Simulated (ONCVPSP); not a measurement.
## Reading a pseudo-wave (Si (Z = 14))

Columns: radius, all-electron u(r) and pseudo u(r) of the 2p shell (level -95.53 eV) of silicon in the configuration [He] 2s2 2p6 3s2 3p2; revPBE, scalar-relativistic, ONCV scheme, ONCVPSP 4.0.1.

```tsv
r (bohr)	all-electron	pseudo
0.055	0.1816	0.0824
0.110	0.5064	0.3050
0.165	0.8126	0.6098
0.220	1.0467	0.9220
0.275	1.2013	1.1761
0.330	1.2847	1.3350
0.385	1.3109	1.3937
0.440	1.2944	1.3722
0.495	1.2480	1.3010
0.550	1.1818	1.2084
0.605	1.1039	1.1128
0.660	1.0199	1.0213
0.715	0.9340	0.9339
0.770	0.8492	0.8491
0.825	0.7675	0.7674
0.880	0.6902	0.6901
0.935	0.6180	0.6179
0.990	0.5514	0.5513
1.045	0.4904	0.4904
1.100	0.4351	0.4350
1.155	0.3851	0.3850
1.210	0.3402	0.3401
1.265	0.3001	0.3000
1.320	0.2645	0.2644
1.375	0.2328	0.2327
1.430	0.2047	0.2047
```

How many radial nodes do the two functions have?

The all-electron 2p function has n − l − 1 = 0; the pseudo-wave has 0.

At about which radius was the pseudo-wave matched?

0.75 bohr, where the columns begin to agree (steps of 0.06 bohr).

Is the pseudo-wave norm-conserving?

Yes: the ONCV scheme keeps the norm inside the radius equal to the all-electron one, which fixes the energy derivative of the logarithmic derivative at the level.
